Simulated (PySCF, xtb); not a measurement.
Cd(H)(Et) (C₂H₆Cd), SMILES C[CH2][CdH].

GFN2-xTB (xtb 6.7.1) at its own geometry gives an orbital gap of 4.17 eV and a dipole moment of 1.86 D.

The structure is a stationary point at B3LYP-D3(BJ)/def2-SVP. The def2 effective core potentials stand for the cores of Cd; spin–orbit coupling is left out.

Problem. What does PBE/def2-TZVPD run with PySCF give? (The exact figures need the calculation; the answer reports its results.)

Solution. gap 4.56 eV (levels -5.73 and -1.17 eV), dipole 0.66 D.
